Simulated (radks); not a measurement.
Results of a calculation; reference values are marked as such.
The calcium ion Ca2+, [Ar]. Level of theory: non-relativistic Kohn-Sham, PBE, spin-polarised, spherical densities, point nucleus (a radial shooting solver on a logarithmic mesh with Libxc functionals). Every spin shell is full or empty, so the densities are truly spherical. Functionals are evaluated on that one density, not self-consistently. Rank these exchange functionals by their error against the exact value of the orbitals, and give that value: LDA, PBE, PBEsol, RPBE, OPTX, EV93, APBE, TPSS, revTPSS, MS2, Tao-Mo, MVS.

Answer. Exact: -34.9360 hartree. From best to worst, with 100 (|E| - |E exact|)/|E exact| (equal figures are ties): MS2 -0.01, RPBE -0.09, TPSS +0.13, OPTX +0.14, MVS -0.18, Tao-Mo -0.27, APBE +0.50, PBE -0.57, revTPSS -0.57, EV93 +0.83, PBEsol -3.32, LDA -7.44.
